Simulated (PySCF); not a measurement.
## Excited states of Ga³⁺ (gallium, charge +3)

Ground state [Ar] 3d10, ¹S. All numbers are calculated (PySCF 2.14, no relativity, point nucleus, in def2-TZVPPD with one added diffuse shell each of s, p, d type (8s6p6d1f, 63 functions)). Vertical excitation energies in eV without spin-orbit coupling; excited terms of each kind are numbered among those the solver found. Frozen: [Ar].

| term | leading excitation | EOM-EE-CCSD |
| --- | --- | --- |
| 1 3D | 3d → s | 19.403 |
| 1 1D | 3d → s | 19.921 |
| 1 3P° | 3d → p | 28.172 |
| 1 3F° | 3d → p | 28.575 |
| 1 1F° | 3d → p | 28.858 |
| 1 1D° | 3d → p | 29.273 |
| 1 3D° | 3d → p | 29.284 |
| 1 1P° | 3d → p | 29.379 |
| 1 3G | 3d → d | 40.976 |
| 1 1G | 3d → d | 41.087 |
| 1 3F | 3d → d | 41.351 |
| 1 1F | 3d → d | 41.362 |
| 2 3D | 3d → s | 42.498 |
| 2 1D | 3d → s | 42.619 |

The solver can miss terms.
